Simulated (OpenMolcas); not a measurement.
## Tb3+ in Cs2ZrCl6

Tb3+ with its 6 nearest chloride ions at 2.6 Å, on the Zr site of Cs2ZrCl6 (a = 10.407 Å, distance in the model lattice 2.446 Å). The rest of the host is ab initio model potentials to 7.6 Å and point charges beyond; the distance is set by hand and nothing relaxes, and no local charge compensation is placed. Ligand basis ANO-RCC-VDZP.
```
Tb    0.0000    0.0000    0.0000
Cl    2.6000    0.0000    0.0000
Cl    0.0000    2.6000    0.0000
Cl   -2.6000    0.0000    0.0000
Cl    0.0000   -2.6000    0.0000
Cl    0.0000    0.0000    2.6000
Cl    0.0000    0.0000   -2.6000
```

- Program: OpenMolcas 26.06
- Method: CASSCF
- Basis: ANO-RCC-VDZP [7s6p4d2f1g]
- Scalar Hamiltonian: DKH2, point nucleus
- Active space: 8 electrons in 7 orbitals (4f)
- State averaging: 2S+1 = 7 even, 7 roots; 2S+1 = 5 even, 62 roots kept (CI in the orbitals of an earlier block); 2S+1 = 3 even, 3 roots kept (CI in the orbitals of an earlier block, 0 in the spin-orbit step)
- Spin-orbit coupling: state interaction with AMFI integrals over the reference wave functions

The lowest spin-free states (labels of O, the rotations of Oh), above the lowest:

| State | Degeneracy | E (cm-1) | Free-ion L (%) |
| --- | --- | --- | --- |
| 7A2 | 1 | 0.0 | F (100) |
| 7T2 | 3 | 221.9 | F (100) |
| 7T1 | 3 | 631.6 | F (100) |
| 5E | 2 | 25648 | D (100) |
| 5T2 | 3 | 25652 | D (100) |
| 5A1 | 1 | 29044 | L (100) |
| 5T1 | 3 | 29072 | L (100) |
| 5E | 2 | 29091 | L (100) |
| 5T2 | 3 | 29274 | L (99) |
| 5T1 | 3 | 29439 | L (100) |
| 5E | 2 | 29508 | L (99) |
| 5T2 | 3 | 29543 | L (100) |
| 5T2 | 3 | 30541 | G (99) |
| 5T1 | 3 | 30686 | G (100) |
| 5E | 2 | 30687 | G (99) |
| 5A1 | 1 | 30700 | G (100) |
| 5T1 | 3 | 35153 | H (100) |
| 5E | 2 | 35218 | H (100) |
| 5T2 | 3 | 35431 | H (100) |
| 5T1 | 3 | 35599 | H (100) |

The lowest levels with spin-orbit coupling:

```
E (cm-1)  Degeneracy  Label  2S+1     J  |mJ| (%)
     0.0           1     A1     7  6.00    4 (87)
    29.4           3     T1     7  6.00    4 (33)
    64.8           3     T2     7  6.00    5 (40)
   208.8           1     A2     7  6.00    2 (69)
   263.4           3     T2     7  5.99    1 (54)
   281.9           2      E     7  5.99    0 (44)
    2008           3     T1     7  5.01    5 (34)
    2144           3     T2     7  5.01    2 (33)
    2190           2      E     7  5.00    2 (50)
    2223           3     T1     7  4.99    3 (59)
    3395           1     A1     7  4.00    0 (58)
    3416           3     T1     7  4.00    1 (58)
    3436           2      E     7  4.01    2 (50)
    3647           3     T2     7  3.99    3 (58)
    4543           3     T1     7  3.01    3 (41)
    4590           3     T2     7  2.99    1 (42)
    4654           1     A2     7  3.01   2 (100)
    5382           3     T2     7  2.07    1 (65)
    5549           2      E     7  2.02    2 (50)
    6017           3     T1     7  1.06    1 (66)
```

Powder χT (cm3 K/mol): 1.12 at 2 K, 5.39 at 10 K, 10.6 at 50 K, 11.2 at 100 K, 11.5 at 200 K, 11.7 at 300 K. The effective moment at 300 K is 2.828 √(χT) = 9.65 μB.

Hund's rules give f8 the level 7F6 with g = 1.500, so an isolated free-ion multiplet has χT = g² J(J+1) / 8 = 11.812 cm3 K/mol. The computed 11.652 at 300 K differs by -1 %, through the field's splitting, the mixing of terms and any other multiplet in reach.

Stevens parameters of the J = 6 multiplet, which is 282 cm-1 wide (cm-1, z along the main axis): B40 = 1.971e-02, B44 = 9.880e-02, B60 = -4.285e-06, B64 = 9.625e-05.

Metal share of the active 4f orbitals (Löwdin): 100, 100, 100, 100, 100, 100, 100 %; Mulliken charge of the metal 1.73.

High states are left out of the spin-orbit mixing, which shifts the levels that they would mix with. Without dynamic correlation the ligand-field splitting of an f shell can come out too small, at times by half. The first state left out of the spin-orbit step lies near 46000 cm-1 above the lowest spin-free state of the reference (among the parities and spins computed), and the lists stop at four fifths of that energy or lower. No measured value stands beside these numbers; the geometry was set by hand and not optimised.

The RASSCF and RASSI steps took 120 s on 1 thread of Arm Neoverse V1, with other jobs on the host; the integral step is not counted.
